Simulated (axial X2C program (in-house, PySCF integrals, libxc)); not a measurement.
Worked dissociation energy of SrN: PBE0, scalar-relativistic

Computed with an axial X2C code built on PySCF integrals. Spin-free means the one-electron spin-free X2C Hamiltonian. Basis: Sr dyall-cv3z [13s12p8d5f1g], N dyall-av3z [7s7p3d2f] (cores contracted in-house); Gaussian nuclei, density fitting, unrestricted open shells. Masses: Sr 87.906 u, N 14.003 u.

Molecular state: M_S = 3/2, Λ = 0 (beyond evenly filled blocks: σα, π+α, π-α).

```
E(Sr) (2M_S = 0, M_L = 0) : -3178.975610 hartree
E(N) (2M_S = 3, M_L = 0)  : -54.576345 hartree
E(SrN) at Re              : -3233.604036 hartree
ωe                        : 402.5 cm⁻¹
ωexe                      : 2.85 cm⁻¹
```

Q: Work out De and D0.

A: De = -3178.975610 + (-54.576345) − (-3233.604036) = 0.05208 hartree = 1.417 eV. The zero-point energy is ωe/2 − ωexe/4 = 201 cm⁻¹ = 0.025 eV, so D0 = 1.392 eV.

De is counted from the lowest determinant-based energies of the atoms at the same level, without counterpoise correction. The state is one determinant with fixed occupations, lowest in a PBE0 search at one distance only: followed along the bond, the 2c determinant Ω = 1/2 reaches 0.08 eV lower at PBE0, at Re = 2.359 Å, so the state shown is not the lowest.

Each atomic determinant is the lowest at this level and need not be a pure term. Totals compare only within one Hamiltonian and basis.
